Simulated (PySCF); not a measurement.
SMILES O=C[SiH2][SiH2]O (GFN2-xTB optimised geometry):

```
11

O      2.108    -0.069     0.138
C      1.462    -1.084     0.000
Si    -0.468    -1.084     0.000
Si    -1.076     1.149     0.000
O      0.200     2.041     0.441
H      2.009    -2.041    -0.130
H     -0.773    -1.917     1.171
H     -0.794    -1.910    -1.169
H     -2.108     1.477     0.984
H     -1.519     1.579    -1.334
H      1.091     1.687     0.373
```

Calculation: B3LYP/def2-TZVP (PySCF).

Question: What are the frontier orbital energies and the dipole moment?

Answer: HOMO-2 -8.59 eV, HOMO-1 -8.24 eV, HOMO -7.11 eV, LUMO -2.10 eV, LUMO+1 -1.07 eV; dipole moment 2.63 D.

Meta-Löwdin charges at B3LYP/def2-TZVP: O1 -0.38, C2 0.09, Si3 0.29, Si4 0.71, O5 -0.76, H6 0.08, H7 -0.07, H8 -0.08, H9 -0.11, H10 -0.12, H11 0.36.
